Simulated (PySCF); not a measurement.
**Ir (iridium, neutral) across methods**

[Xe] 4f14 5d7 6s2, high-spin 4F determinant. All numbers are calculated (PySCF 2.14, a scalar-relativistic core potential, in aug-cc-pVDZ-PP with ECP60MDF).

```
   method  E (hartree)  mean ε 6s α (eV)  mean ε 5d β (eV)  mean ε 6s β (eV)  Σ⟨r²⟩ (bohr²)   ⟨S²⟩
      PBE    -104.4395            -6.723            -6.529            -5.737          56.06  3.755
   r2SCAN    -104.4498            -6.988            -6.708            -5.846          55.81  3.761
     PBE0    -104.3960            -7.449            -7.972            -6.378          55.92  3.756
     PW91    -104.4896            -6.780            -6.596            -5.802          56.03  3.754
      UHF   -103.62243            -8.875           -11.473            -7.331          57.15  3.765
CAM-B3LYP    -104.3576            -8.498            -9.332            -7.623          56.06  3.755
    B3LYP    -104.4500            -7.281            -7.733            -6.424          56.11  3.755
BHandHLYP    -104.2839            -7.973            -9.342            -7.028          56.15  3.756
      LDA    -104.2242            -6.984            -6.540            -6.101          56.04  3.754
```

Energies and moments cover only the electrons outside the core potential. Spin-orbit coupling, absent here, splits the open shell strongly.
